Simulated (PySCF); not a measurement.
A structure optimised at B3LYP-D3(BJ)/def2-SVP, used in a PySCF frequency run:

```
Si
O 1 1.5280
O 1 1.6346 2 128.22
H 3 0.9665 1 114.66 2 0.00
O 1 1.6346 2 128.22 3 180.00
H 5 0.9665 1 114.66 2 0.00
```

Write its SMILES, formula and point group.

O=[Si](O)O, H2O3Si, C2v

What are its rotational constants (standard atomic weights)?

8.1465, 7.2520, 3.8366 GHz
